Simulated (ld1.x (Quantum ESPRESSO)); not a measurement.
# Before and after: TM potential for bromine (Br)

ld1.x (Quantum ESPRESSO) 7.5 input, shortened:

```
&input
   title='Br', zed=35., rel=2, dft='WC', iswitch=3,
   config='[Ar] 3d10 4s2 4p4.5 4d-2', rel_dist='average'
 /
 &inputp
   pseudotype=2, tm=.true., lloc=2,
   nlcc=.true., new_core_ps=.true., rcore=0.95
 /
3
4S  1  0   2.00   0.00  1.10  1.10  0.0
4P  2  1   4.50   0.00  1.70  1.70  0.0
4D  3  2  -2.00   0.30  1.80  1.80  0.0
 &test
   configts(1)='4s2 4p4.5'
 /
```

Open shells are filled in proportion to 2j + 1 (rel_dist='average').

Change: wave 4s (bound): rc 1.10 bohr becomes 4s (bound): rc 0.92 bohr.

Cutoffs: the cutoffs (Ry, on a coarse ladder) from which the occupation-weighted sum of valence levels, in a spherical-Bessel basis at the reference potential, stays within 10 and 1 mRy of its value at 400 Ry; they do not see the model core or the augmentation charge, which bear on the density cutoff. Errors are all-electron minus pseudo energies relative to the spin-unpolarised reference configuration.

Question: Predict the effect on cutoff, ghosts and configuration errors.

Answer: A bound ghost appears in s, which as a rule spoils a file; of the 7 tests that both files solve, the error grows in 1 and shrinks in 0 by more than 15 % and 0.3 meV (median size 11.4 → 24.4 meV); the range in which the s phases agree widens (upper end 3.2 → 4.8).

| quantity | base | changed |
| --- | --- | --- |
| cutoff, loose | 100 Ry | 260 Ry |
| cutoff, tight | 200 Ry | over 300 Ry |
| loose cutoff by channel (10 mRy a level) | s 70 Ry, p 21 Ry | s 260 Ry, p 21 Ry |
| bound ghosts | none | s |
| error for 4s2 4p5, meV [ΔE -5.08 eV] | -1.6 | -1.6 |
| error for 4s2 4p4, meV [ΔE 7.49 eV] | -2.2 | -2.3 |
| error for 4s2 4p3, meV [ΔE 30.29 eV] | -25 | -24 |
| error for 4s2 4p5.3, meV [ΔE -7.04 eV] | -3.5 | -3.6 |
| error for 4s1 4p6, meV [ΔE 7.31 eV] | -11 | -51 |
| error for 4s2 4p1, meV [ΔE 110.50 eV] | -167 | -157 |
| error for 4s2 4p2, meV [ΔE 64.35 eV] | -79 | -77 |
| s: phases at 1.94 bohr within 0.05 rad from the reference energy up to (Ry; the scan ends near 5) | 3.2 | 4.8 |
| p1/2: phases at 1.94 bohr within 0.05 rad from the reference energy up to (Ry; the scan ends near 5) | 4.0 | 4.0 |
| p3/2: phases at 1.94 bohr within 0.05 rad from the reference energy up to (Ry; the scan ends near 5) | 4.4 | 4.4 |
| d3/2: phases at 1.94 bohr within 0.05 rad from the reference energy up to (Ry; the scan ends near 5) | to the end of the scan | to the end of the scan |
| d5/2: phases at 1.94 bohr within 0.05 rad from the reference energy up to (Ry; the scan ends near 5) | to the end of the scan | to the end of the scan |

 A true bound ghost makes a file unfit for plane-wave use even where its test errors are small: the radial tests pick states by their node count and pass the ghost by.
